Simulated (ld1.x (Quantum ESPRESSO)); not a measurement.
## Ne (Z = 10), TM semilocal: configuration errors across variants

Ne (Z = 10), norm-conserving Troullier–Martins (semilocal form), made with ld1.x (Quantum ESPRESSO) 7.5 (PBE, scalar-relativistic). Core [He], reference 2s2 2p6. Waves: 2p (bound): rc 1.65 bohr; 2s (bound): rc 0.65 bohr. Local part: the s channel. Core correction: Bessel-smoothed model core inside 0.60 bohr.

All-electron excitation energies from the reference (eV): (1) 2s2 2p5 22.475; (2) 2s2 2p4 65.744; (3) 2s2 2p3 133.174; (4) 2s2 2p5.5 8.868; (5) 2s1 2p6 45.883; (6) 2s2 2p2 227.803.

In the semilocal form every listed channel keeps its own potential, so the choice of the local channel does not act on these tests. It acts once the file is put into the separable form.

A semilocal file is local in each channel, so a ghost entry of none says nothing of the separable form that plane-wave codes build from it.

3 further variants failed, have other tests or another functional or relativity, and are left out.

Errors AE − PS in meV (a dash: test not solved or not reliable):

| change | (1) | (2) | (3) | (4) | (5) | (6) | bound ghosts |
| --- | --- | --- | --- | --- | --- | --- | --- |
| base | -8.7 | +264 | +1553 | -8.5 | -296 | +4898 | none |
| type ultrasoft, which also changes the form from semilocal to separable; waves now 2s (bound): rcut 0.55, rcutus 0.65 bohr; 2s channel at -2.25 Ry: rcut 0.55, rcutus 0.65 bohr; 2p (bound): rcut 1.45, rcutus 1.65 bohr; 2p channel at 0.05 Ry: rcut 1.45, rcutus 1.65 bohr; local potential all-electron potential smoothed inside 0.75 bohr (lloc = -2); augmentation built from norm-conserving waves at rcut, not smoothed further | -640 | -2160 | -3301 | -168 | -1038 | -2207 | not determined |
| core correction Bessel-smoothed model core inside 0.42 bohr | -8.5 | +267 | +1564 | -8.4 | -298 | +4930 | none |
| local potential the p channel | -8.7 | +264 | +1554 | -8.5 | -296 | +4898 | none |
| wave 2s (bound): rc 0.65 bohr becomes 2s (bound): rc 0.74 bohr | -8.2 | +268 | +1564 | -8.4 | -297 | +4922 | none |
| all radii but the core radius scaled by about 0.96 (s 0.62, p 1.58 bohr) | -14 | +185 | +1219 | -8.3 | -242 | +4013 | none |
| wave 2s (bound): rc 0.65 bohr becomes 2s (bound): rc 0.78 bohr | -7.8 | +270 | +1572 | -8.3 | -299 | +4940 | none |
| type PAW, which also changes the form from semilocal to separable; waves now 2s (bound): rcut 0.55, rcutus 0.65 bohr; 2s channel at 2.7 Ry: rcut 0.55, rcutus 0.65 bohr; 2p (bound): rcut 1.45, rcutus 1.65 bohr; 2p channel at -0.65 Ry: rcut 1.45, rcutus 1.65 bohr; local potential all-electron potential smoothed inside 0.75 bohr (lloc = -2); augmentation BESSEL, radius 0.45 bohr | +17 | +79 | +260 | +3.9 | -7.8 | +631 | none |

Task: Give the same row for: wave 2p (bound): rc 1.65 bohr becomes 2p (bound): rc 2.42 bohr.

Result: +225, +1919, +6829, +28, -844, +16833; bound ghosts: none.
